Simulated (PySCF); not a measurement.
Isomers of C2H12OSi4, one GFN2-xTB conformer each. Single-point energies are computed at PBE0/pcSseg-1 (PySCF, gas phase, no added dispersion term), electronic only.

Question: Rank them by PBE0/pcSseg-1 energy, lowest first (kJ/mol).
A. `[CH3:1][Si:2]([SiH3:3])([SiH3:4])[SiH2:5][CH:6]=[O:7]` with C1–Si2–Si5–C6 150°, Si2–Si5–C6–O7 -11°
B. `[CH3:1][O:2][CH2:3][SiH:4]1[SiH2:5][SiH2:6][SiH2:7]1` with C1–O2–C3–Si4 180°, O2–C3–Si4–Si5 -46°, C3–Si4–Si5–Si6 94°, Si4–Si5–Si6–Si7 8°, Si5–Si6–Si7–Si4 -8°, C3–Si4–Si7–Si6 -94°
C. `[O:1]=[CH:2][CH2:3][SiH2:4][SiH2:5][SiH2:6][SiH3:7]` with O1–C2–C3–Si4 64°, C2–C3–Si4–Si5 -56°, C3–Si4–Si5–Si6 83°, Si4–Si5–Si6–Si7 -39°

Answer: C (0.0), A (4.6), B (8.0).

As drawn, the lowest has a C=O bond, which the highest lacks; the highest has a four-membered ring, which the lowest lacks. Neighbours under 10 kJ/mol apart (O=CC[SiH2][SiH2][SiH2][SiH3] and C[Si]([SiH3])([SiH3])[SiH2]C=O; C[Si]([SiH3])([SiH3])[SiH2]C=O and COC[SiH]1[SiH2][SiH2][SiH2]1) can change places with a better method, another conformer or zero-point energy. GFN2-xTB itself gives, in the same order: 0.0, 75.4, 77.0. Both levels put the same isomer lowest; measured from each level's own lowest isomer, the values differ by up to 70.8 kJ/mol (C[Si]([SiH3])([SiH3])[SiH2]C=O: 75.4 against 4.6).

Question: Which frontier levels, dipoles and rotational constants go with these structures?

Answer: 
```json
{"SMILES": "O=CC[SiH2][SiH2][SiH2][SiH3]", "HOMO (eV, PBE0/pcSseg-1)": "-7.75", "LUMO (eV)": "-1.43", "dipole (D)": "3.10", "A, B, C (MHz)": "1632, 873.2, 645.6"}
{"SMILES": "C[Si]([SiH3])([SiH3])[SiH2]C=O", "HOMO (eV, PBE0/pcSseg-1)": "-7.07", "LUMO (eV)": "-1.60", "dipole (D)": "2.38", "A, B, C (MHz)": "1196, 887.0, 760.2"}
{"SMILES": "COC[SiH]1[SiH2][SiH2][SiH2]1", "HOMO (eV, PBE0/pcSseg-1)": "-7.35", "LUMO (eV)": "-1.10", "dipole (D)": "2.17", "A, B, C (MHz)": "1377, 933.6, 921.2"}
```

Question: As an exercise, what shares would exp(−E/RT) give at 298.15 K from these electronic energies alone (no entropy, no degeneracies)?

Answer: RT = 2.479 kJ/mol: O=CC[SiH2][SiH2][SiH2][SiH3] 83.4 %, C[Si]([SiH3])([SiH3])[SiH2]C=O 13.2 %, COC[SiH]1[SiH2][SiH2][SiH2]1 3.3 %.
